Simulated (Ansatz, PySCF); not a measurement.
Gas-phase reaction (SMILES): [CH3][Ge]([CH3])([I])[I] → [CH3][Ge]([CH3])[I] + I atom; the Ge-I bond at the site shown breaks (other sites are not compared here).

Each molecule is optimised on its own at B3LYP-D3(BJ)/def2-TZVP (Ansatz, a first-principles code). Correlated levels leave the core frozen unless marked. UHF or UKS for open shells. No spin-orbit coupling. Frozen are the shells of the preceding noble gas and the d and f shells that filled before the atom's block. In def2 rows, elements after Kr have scalar-relativistic effective core potentials. Basis-set limits of correlation are two-point, X^-3; Hartree-Fock from the larger set. Thermal terms are rigid-rotor harmonic-oscillator values from B3LYP-D3(BJ) frequencies (PySCF) at 298.15 K and 1 atm. 1 Eh = 627.5095 kcal/mol. Atoms have translation alone.

```json
[
 {"species": "[CH3][Ge]([CH3])([I])[I]", "E, CCSD(T)/CBS(def2-TZVPP,def2-QZVPP) (Ansatz) (Eh)": "-2749.06556", "E, PBE0-D4/def2-TZVPD (Ansatz + dftd4) (Eh)": "-2752.06365", "H - E (Eh)": "0.08504"},
 {"species": "[CH3][Ge]([CH3])[I]", "E, CCSD(T)/CBS(def2-TZVPP,def2-QZVPP) (Ansatz) (Eh)": "-2452.11599", "E, PBE0-D4/def2-TZVPD (Ansatz + dftd4) (Eh)": "-2454.24963", "H - E (Eh)": "0.08133"},
 {"species": "I atom", "E, CCSD(T)/CBS(def2-TZVPP,def2-QZVPP) (Ansatz) (Eh)": "-296.82707", "E, PBE0-D4/def2-TZVPD (Ansatz + dftd4) (Eh)": "-297.69320", "H - E (Eh)": "0.00236"}
]
```

### Question
Work out ΔE and ΔH at 298.15 K at the first level, then ΔH at the second.

### Answer

1. ΔE = [(-2452.11599) + (-296.82707)] - [(-2749.06556)] = 0.12250 Eh = 76.9 kcal/mol at CCSD(T)/CBS(def2-TZVPP,def2-QZVPP).
2. The terms H - E add up to -0.00135 Eh, so ΔH = (0.12250 + (-0.00135))×627.5095 = 76.0 kcal/mol.
3. At PBE0-D4/def2-TZVPD the same steps give ΔE = 75.8 and ΔH = 75.0 kcal/mol, a shift of -1.0 from the first level.
4. These values are not checked against measurement here, since the tables used lack a sound gas-phase enthalpy of formation for at least one species.
